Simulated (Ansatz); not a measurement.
Ideal-gas functions of FGe$_{2}$H$_{5}$ (`[F][GeH2][GeH3]`) at 400 K and 1 bar, from an Ansatz frequency run at PBE0-D4/def2-TZVP.

Molar mass 169.26 g/mol, point group Cs (symmetry number 1), electronic degeneracy 1, moments of inertia 49.059, 294.627, 330.887 u Å². Harmonic wavenumbers (cm⁻¹, unscaled): 72, 126, 269, 345, 458, 533, 665, 678, 755, 798, 871, 878, 882, 2143, 2154, 2154, 2167, 2174.

Use S(trans) = R[1.5 ln M + 2.5 ln T − 1.1517]; rotational temperatures θ = 24.2544 K / I; S(rot) = R[ln(√π/σ · √(T³/θAθBθC)) + 1.5]; for each mode x = 1.438777 ν̃/T, S = R[x/(eˣ − 1) − ln(1 − e⁻ˣ)] and H = RT x/(eˣ − 1); 1 cm⁻¹ = 0.0119627 kJ/mol; R = 8.31446 J/(mol·K).

Problem. By hand: the entropy, in J/(mol·K).

Solution. Translation 179.0. Rotation: θ = 0.4944, 0.0823, 0.0733 K, giving 116.1. Vibration, mode by mode: 19.57, 14.97, 8.91, 7.03, 5.04, 4.07, 2.80, 2.70, 2.17, 1.92, 1.56, 1.53, 1.51, 0.03, 0.03, 0.03, 0.03, 0.03, in all 73.9. Electronic 0.0. Sum 369.0 J/(mol·K).

Problem. By hand: H − E and G − E in kJ/mol, counted from the electronic energy.

Solution. Zero-point energy ½ × 18122 × 0.0119627 = 108.4; thermal vibration 15.8; translation, rotation and pV give 4 RT = 13.3. H − E = 137.5 kJ/mol, and G − E = 137.5 − 400 × 369.0/1000 = -10.1 kJ/mol.

Vibration gives 20 % of the entropy, 34.5 J/(mol·K) of it from the modes under 150 cm⁻¹: soft modes count most, and the harmonic formula is weakest for them.
